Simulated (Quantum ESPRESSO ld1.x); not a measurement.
Values are calculated unless marked as measured or tabulated.
Question: Species: Tm IV. Configuration: [Xe] 4f11.5 6p0.5 (fractional occupations, a model configuration). Code: ld1.x of Quantum ESPRESSO 7.5. Model: Dirac Kohn-Sham, BLYP, spin-unpolarised, spherical densities, point nucleus; open shells are shared between the two j in proportion to 2j + 1. Some entries of the table are withheld. Estimate them.

orbital,occ.,eigenvalue (Ry),<1/r> (bohr^-1),<r> (bohr)
1s1/2,2,-4355.88,79.12,0.02001
2s1/2,2,-736.908,19.06,0.08429
2p1/2,2,-702.488,19.03,0.07007
2p3/2,4,-630.421,16.42,0.07746
3s1/2,2,-167.931,6.980,0.2205
3p1/2,2,-152.796,6.895,0.2103
3p3/2,4,-137.583,6.227,0.2242
3d3/2,4,-111.774,6.114,0.1973
3d5/2,6,-108.449,5.951,0.2016
4s1/2,2,-35.4356,2.925,0.4971
4p1/2,2,-29.3485,2.816,0.5053
4p3/2,4,-25.8965,2.585,0.5369
4d3/2,4,-15.8806,2.366,0.5626
4d5/2,6,-15.2499,2.309,0.5738
5s1/2,2,-6.45779,1.118,1.197
5p1/2,2,-4.73641,0.9964,1.327
5p3/2,4,-4.25758,0.9182,1.421
4f5/2,4.92857,-3.09301,1.789,0.7246
4f7/2,6.57143,-2.99665,1.764,0.7363
5d3/2,0,(1),0.6451,1.982
5d5/2,0,(2),0.6302,2.023
6s1/2,0,-1.90022,0.4450,2.878
6p1/2,0.166667,-1.49792,0.3862,3.313
6p3/2,0.333333,-1.41853,0.3669,3.482
5f5/2,0,-0.76591,0.2708,4.465
5f7/2,0,-0.76430,0.2705,4.480
7p1/2,0,-0.74739,0.2121,(3)
7p3/2,0,-0.71804,0.2044,(4)

Answer: 
(1) 5d3/2 eigenvalue (Ry): -2.05279
(2) 5d5/2 eigenvalue (Ry): -2.00875
(3) 7p1/2 <r> (bohr): 6.224
(4) 7p3/2 <r> (bohr): 6.455
